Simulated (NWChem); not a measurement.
Molecule: WHSO2Br; SMILES [O]=[W]([OH])(=[S])[Br]

```xyz
6

W     -0.1859     0.4115     0.0416
O     -0.7862     0.8231     1.5694
S      1.6940     1.3984    -0.1603
Br     0.1629    -1.9807    -0.0415
O     -1.3540     1.0163    -1.2757
H     -1.9247     1.7807    -1.4073
```
Atoms are numbered in this order, from 1.

Program: NWChem. The geometry was optimised at PBE0/def2-SVP. No frequency run checked for a minimum. def2 effective core potentials on W; no spin-orbit coupling.

Among these, which level gives the highest value of “dipole (D)”?
(A) PBE0/def2-TZVPP
(B) PBE0/def2-SVPD
(C) PBE0/def2-SVP
(D) PBE0/def2-TZVP

C, PBE0/def2-SVP. Values: PBE0/def2-SVPD 2.74; PBE0/def2-TZVP 2.80; PBE0/def2-TZVPP 2.81; PBE0/def2-SVP 2.97
